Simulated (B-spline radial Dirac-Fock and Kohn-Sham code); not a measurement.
The N4-O23O23 Auger spectrum of Os⁷⁺

System: osmium as Os⁷⁺ in the configuration [Xe] 4f14 5d1, inside a Watson sphere of charge -7 and radius 2.7 Å (a model of the Madelung potential; inside it an electron's potential energy is raised by 37.3 eV).

These are calculated numbers from an atomic code on a B-spline grid; the model is relaxed Dirac-Fock hole states (ΔSCF) with Breit and QED corrections and a finite nucleus. The two-hole levels come from diagonalising the Coulomb interaction among the jj configurations; intensities are independent-particle Coulomb rates. Kinetic energies are from the vacuum level. The model has no electron correlation. Open outer shells are spectators and are not coupled to the holes.

```
kinetic energy (eV)  J  leading jj holes (weight)  leading LS term (weight)
              98.34  0                O2O2 (0.98)                ³P0 (0.54)
              113.5  2                O2O3 (0.99)                ¹D2 (0.75)
              115.6  1                O2O3 (1.00)                ³P1 (1.00)
              125.4  0                O3O3 (0.98)                ¹S0 (0.54)
              129.0  2                O3O3 (0.99)                ³P2 (0.75)
```

The intensity is shared as follows: 113.5 eV 66.8 %, 129.0 eV 19.2 %, 98.34 eV 12.3 %, 115.6 eV 1.8 %, 125.4 eV 0.0 %.

The strongest line, by its leading LS label ¹D2, lies at 113.5 eV. The mean weight of the leading component is 0.99 in jj and 0.72 in LS coupling, so jj labels describe these levels better.
